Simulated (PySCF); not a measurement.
C3H2ClF3O.
SMILES with atom numbers: `[F:1][C:2]([F:3])([Cl:4])[C@:5]1([F:6])[CH2:7][O:8]1` (hydrogens: H9, H10 on C7)

Geometry (GFN2-xTB, Å), atoms numbered from 1 in this order:
```xyz
10
C3H2ClF3O angstrom
F      1.5721    0.2292   -1.3654
C      1.1438    0.3973   -0.1020
F      0.8074    1.6921    0.0082
Cl     2.4688    0.0303    1.0225
C     -0.0725   -0.4793    0.1649
F      0.2381   -1.7906    0.0382
C     -1.4440   -0.0543   -0.1186
O     -0.9077   -0.1544    1.1859
H     -1.6308    0.9509   -0.4744
H     -2.1663   -0.8165   -0.3820
```

Method used: PySCF, TDDFT B3LYP/def2-SVPD, vertical, gas phase, core orbitals frozen in the response.

Transition dipole moments from the ground state, in atomic units and in the frame of the coordinates above (overall signs are arbitrary), for the states with f of 0.002 or more among the lowest 7:

| state | E (eV) | μx | μy | μz |
| --- | --- | --- | --- | --- |
| S1 | 7.471 | -0.454 | -0.029 | -0.112 |
| S2 | 7.582 | 0.107 | -0.034 | -0.023 |
| S3 | 7.785 | -0.127 | 0.056 | -0.068 |
| S4 | 8.258 | 0.618 | 0.013 | 0.181 |
| S5 | 8.635 | 0.114 | -0.196 | 0.104 |
| S6 | 8.687 | -0.181 | -0.144 | -0.094 |
| S7 | 8.980 | -0.098 | -0.093 | 0.004 |

Question: What oscillator strength does each state have?

Answer: f = (2/3) ΔE |μ|² with ΔE in hartree (27.2114 eV).

| state | \|μ\|² (au) | \|μ\| (D) | f |
| --- | --- | --- | --- |
| S1 | 0.219 | 1.19 | 0.040 |
| S2 | 0.013 | 0.29 | 0.002 |
| S3 | 0.024 | 0.39 | 0.005 |
| S4 | 0.415 | 1.64 | 0.084 |
| S5 | 0.062 | 0.63 | 0.013 |
| S6 | 0.062 | 0.63 | 0.013 |
| S7 | 0.018 | 0.34 | 0.004 |

Question: Which bond between heavy atoms lies closest to the direction of the S4 transition dipole?

Answer: C5–C7, at 19° from it; next C2–Cl4 at 27°.

Question: What angle do the transition dipoles of S1 and S6 make?

Answer: |cos θ| = |μa·μb| / (|μa| |μb|) = 0.83, so θ ≈ 34° (taken between 0 and 90°, since the signs are arbitrary).

Question: How is the summed strength of these states shared among x, y and z?

Answer: (2/3) Σ ΔE μα² gives 0.132 for x, 0.015 for y and 0.014 for z, 0.162 in all.

Question: What peak molar absorption coefficient would the strongest computed level give as a lone Gaussian band 0.4 eV wide at half height?

Answer: ε(max) = 2.175×10⁸ f / FWHM, with the width in cm⁻¹. S4: 2.175×10⁸ × 0.0840 / 3226 ≈ 5700 L mol⁻¹ cm⁻¹.

Time: 60 s of wall time; peak memory 0.82 GiB. Hardware: one thread of an Arm Neoverse N1 (shared host).

One conformer stands for the species.
